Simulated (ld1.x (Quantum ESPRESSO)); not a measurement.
# Varying the ultrasoft potential for As

Base potential:

| Property | Result |
| --- | --- |
| Element | As (Z = 33) |
| Generator | ld1.x (Quantum ESPRESSO) 7.5 |
| Type | ultrasoft |
| Functional | PBE |
| Relativity | scalar-relativistic |
| Frozen core | [Ne] |
| Valence charge | 23 |
| Reference configuration | 3s2 3p6 3d10 4s2 4p2 (charge +1) |
| Partial waves | 3s (bound): rcut 0.80, rcutus 0.95 bohr; 4s (bound): rcut 0.80, rcutus 0.95 bohr; 3p (bound): rcut 1.00, rcutus 1.15 bohr; 4p (bound): rcut 1.00, rcutus 1.15 bohr; 3d (bound): rcut 0.80, rcutus 1.05 bohr; 3d channel at -1 Ry: rcut 0.80, rcutus 1.05 bohr |
| Local potential | all-electron potential smoothed inside 0.80 bohr (lloc = -1) |
| Core correction | none |
| Augmentation charge | PSQ, inside the norm-conserving radii |

All-electron outer shells of the reference configuration (PBE, scalar-relativistic, ld1.x):

```csv
shell,level (eV),outermost node (bohr),outermost maximum (bohr)
2p,-1313.47,–,0.14
3s,-200.08,0.25,0.52
3p,-143.45,0.22,0.52
3d,-50.40,–,0.47
4s,-23.36,0.73,1.59
4p,-13.34,0.78,1.90
```

Cutoffs, loose and tight: the cutoffs (Ry, on a coarse ladder) from which the occupation-weighted sum of valence levels, in a spherical-Bessel basis at the reference potential, stays within 10 and 1 mRy of its value at 400 Ry. They do not see the model core or the augmentation charge, which bear on the density cutoff. Test errors are all-electron minus pseudo excitation energies from the reference, over the configurations 3s2 3p6 3d10 4s2 4p3; 3s2 3p6 3d10 4s2 4p1; 3s2 3p6 3d10 4s2 4p0; 3s2 3p6 3d10 4s0 4p5; 3s2 3p6 3d10 4s1 4p4; 3s2 3p5 3d10 4s2 4p3; 3s2 3p6 3d10 4s2 4p3.3. A dash means not determined; rows that change the core or the reference have their own tests. The largest error is taken over the tests solved by every variant that gives reliable tests at all: 3s2 3p6 3d10 4s2 4p0; 3s2 3p6 3d10 4s2 4p1; 3s2 3p6 3d10 4s2 4p3.

Cutoffs are not given where the Bessel-basis levels miss the radial ones by over 6 mRy, ghosts where they miss by over 20 mRy; a channel whose overlap is not positive is not tested.

A file whose overlap is not positive is unfit for use, and its test errors describe a broken file.

| change | outcome | bound ghosts | largest test error (meV) |
| --- | --- | --- | --- |
| base | generated, overlap not positive | not determined (overlap not positive) | -213 |
| waves 3d (bound): rcut 0.68, rcutus 0.72 bohr; 3d channel at -1 Ry: rcut 0.68, rcutus 0.72 bohr | generated, overlap not positive | not determined (overlap not positive) | -209 |
| waves 3d (bound): rcut 0.76, rcutus 0.80 bohr; 3d channel at -1 Ry: rcut 0.76, rcutus 0.80 bohr | generated, overlap not positive | not determined (overlap not positive) | -212 |
| waves 3d (bound): rcut 0.80, rcutus 0.98 bohr; 3d channel at -1 Ry: rcut 0.80, rcutus 0.98 bohr | generated, overlap not positive | not determined (overlap not positive) | -187 |
| waves 3d (bound): rcut 0.80, rcutus 1.06 bohr; 3d channel at -1 Ry: rcut 0.80, rcutus 1.06 bohr | generated, overlap not positive | not determined (overlap not positive) | -213 |
| waves 3d (bound): rcut 0.80, rcutus 1.18 bohr; 3d channel at -1 Ry: rcut 0.80, rcutus 1.18 bohr | generated, overlap not positive | not determined (overlap not positive) | -175 |
| waves 3d (bound): rcut 0.80, rcutus 1.34 bohr; 3d channel at -1 Ry: rcut 0.80, rcutus 1.34 bohr | generated, overlap not positive | not determined (overlap not positive) | -205 |
| waves 3d (bound): rcut 0.80, rcutus 1.48 bohr; 3d channel at -1 Ry: rcut 0.80, rcutus 1.48 bohr | generated, overlap not positive | not determined (overlap not positive) | -223 |
| waves 3d (bound): rcut 0.80, rcutus 1.58 bohr; 3d channel at -1 Ry: rcut 0.80, rcutus 1.58 bohr | generated, overlap not positive | not determined (overlap not positive) | -222 |
